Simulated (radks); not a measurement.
The numbers below are computed, except where a source is named.
Spin polarisation of the 4p3 shell in As. Start: [Ar] 3d10 4s2 4p(up 1.5, down 1.5); electrons of 4p are moved from spin down to spin up, other shells keep equal spins. Code: a radial shooting solver on a logarithmic mesh with Libxc functionals. Model: scalar-relativistic Kohn-Sham, PBE, spin-polarised, spherical densities, finite nucleus; Fermi nuclear charge, rms radius of each element as measured or else 0.836 A^(1/3) + 0.57 fm.

moment (Bohr magnetons)  E - E(0) (eV)  e(4p up) (eV)  e(4p down) (eV)  4s down minus up (eV)
0                                0.000         -5.195           -5.195                 0.000
0.75                            -0.105         -5.449           -4.890                  0.563
1.5                             -0.420         -5.655           -4.530                  1.132
2.25                            -0.950         -5.813           -4.110                  1.711
3                               -1.699         -5.920           -3.610                  2.298

At moment 3 the spin-polarisation energy is -1.699 eV and the 4p exchange splitting 2.310 eV, that is 0.770 eV per Bohr magneton; E = -I m^2/4 would give I = 0.755 eV.
